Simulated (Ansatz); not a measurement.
`C=CBI` at its PBE0-D4/def2-TZVP geometry, where that method's forces vanish. Total charge 0; spin multiplicity 1. I takes the def2 core potential.

```xyz
8

C     1.2561   -0.4722    0.0339
C     0.1379    0.0970    0.5009
B    -1.0602    0.2796   -0.4270
I    -2.8538    1.1746    0.2659
H     1.3236   -0.8065   -0.9971
H     2.1366   -0.6257    0.6516
H     0.1089    0.4185    1.5391
H    -1.0491   -0.0652   -1.5673
```

Task: What forces (eV/Å) does PBE-D4/def2-TZVPP give on these atoms in Ansatz? (Estimate.)

Result: Computed: 
```
C1   0.341 -0.159 -0.095
C2  -0.422  0.170  0.027
B3   0.017  0.000  0.019
I4  -0.139  0.069  0.051
H5   0.022 -0.074 -0.219
H6   0.197 -0.040  0.122
H7  -0.010  0.073  0.233
H8  -0.006 -0.039 -0.137
```
